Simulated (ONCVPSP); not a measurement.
## Transferability test, ONCV potential for W

ONCVPSP 4.0.1 input, shortened (lines: element, Z, core and valence counts, functional; n l f; lmax; l rc ep ncon nbas qcut; lloc lpopt rc5 dvloc0; l nproj debl; icmod fcfact rcfact), BLYP, scalar-relativistic:

```
  W 74.00   10    4  -106131      upf
    1    0    2.00
    2    0    2.00
    2    1    6.00
    3    0    2.00
    3    1    6.00
    3    2   10.00
    4    0    2.00
    4    1    6.00
    4    2   10.00
    4    3   14.00
    5    0    2.00
    5    1    6.00
    5    2    4.00
    6    0    2.00
    2
    0    2.00    0.00    5   10    8.00
    1    1.40    0.00    4    8    5.40
    2    2.85    0.00    5    9    5.70
    4    4    1.10   -1.00
    0    2    3.00
    1    3    2.20
    2    2    1.00
    1    0.50    0.00
```

Energies are relative to the spin-unpolarised reference configuration 5s2 5p6 5d4 6s2; without spin polarisation the order of configurations can differ from experiment.

```json
{"valence configuration": "5s2 5p6 5d4 6s1", "charge": "+1", "ΔE all-electron (eV)": "8.815", "error AE − PS (meV)": "-4.3"}
{"valence configuration": "5s2 5p6 5d4 6s0", "charge": "+2", "ΔE all-electron (eV)": "24.566", "error AE − PS (meV)": "-17"}
{"valence configuration": "5s2 5p6 5d3 6s0", "charge": "+3", "ΔE all-electron (eV)": "49.908", "error AE − PS (meV)": "-29"}
{"valence configuration": "5s1 5p6 5d4 6s2", "charge": "+1", "ΔE all-electron (eV)": "85.278", "error AE − PS (meV)": "-501"}
```

Levels in the configuration 5s1 5p6 5d4 6s2:

```tsv
level	all-electron (eV)	pseudo (eV)
5s	-92.176	-93.070
5p	-55.562	-56.028
5d	-14.641	-14.621
6s	-13.390	-13.445
```
